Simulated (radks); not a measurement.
The terbium ion Tb2+, configuration [Xe] 4f9 (the NIST ground configuration). All-electron calculation, scalar-relativistic Kohn-Sham, PBE, spin-polarised, spherical densities, point nucleus; open shells are filled with parallel spins first (spin-orbit coupling, left out, can overturn this in heavy ions); hard spherical wall at 5 bohr. Program: a radial shooting solver on a logarithmic mesh with Libxc functionals.

Normalised radial functions P(r) = r R(r), r in bohr:

r           5s up
0.00117    0.0506
0.001351   0.0566
0.001548   0.0629
0.001774   0.0697
0.002049   0.0776
0.002347   0.0855
0.002711   0.0944
0.003106   0.1033
0.003587   0.1130
0.004109   0.1223
0.004708   0.1315
0.005437   0.1408
0.006229   0.1486
0.007194   0.1555
0.008242   0.1599
0.009442   0.1616
0.0109     0.1594
0.01249    0.1525
0.01443    0.1392
0.01653    0.1198
0.01894    0.0931
0.02187    0.0564
0.02506    0.0140
0.02894   -0.0380
0.03315   -0.0915
0.03829   -0.1488
0.04387   -0.1981
0.05026   -0.2361
0.05804   -0.2560
0.0665    -0.2479
0.0768    -0.2045
0.08799   -0.1287
0.1008    -0.0230
0.1164     0.1089
0.1334     0.2323
0.154      0.3332
0.1765     0.3726
0.2038     0.3318
0.2335     0.2086
0.2675     0.0174
0.309     -0.2187
0.354     -0.4178
0.4088    -0.5393
0.4683    -0.5247
0.5366    -0.3707
0.6197    -0.0814
0.7099     0.2553
0.8199     0.6031
0.9394     0.8588
1.076      1.0030
1.243      1.0216
1.424      0.9294
1.645      0.7554
1.884      0.5630
2.176      0.3710
2.493      0.2253
2.856      0.1227
3.298      0.0565
3.779      0.0234
4.364      0.0072
5          0.0000

5s up: eigenvalue -62.162 eV, 4 radial nodes at r = 0.0261, 0.103, 0.270, 0.641 bohr, <r> = 1.32 bohr, 90 % of the charge inside 1.90 bohr.
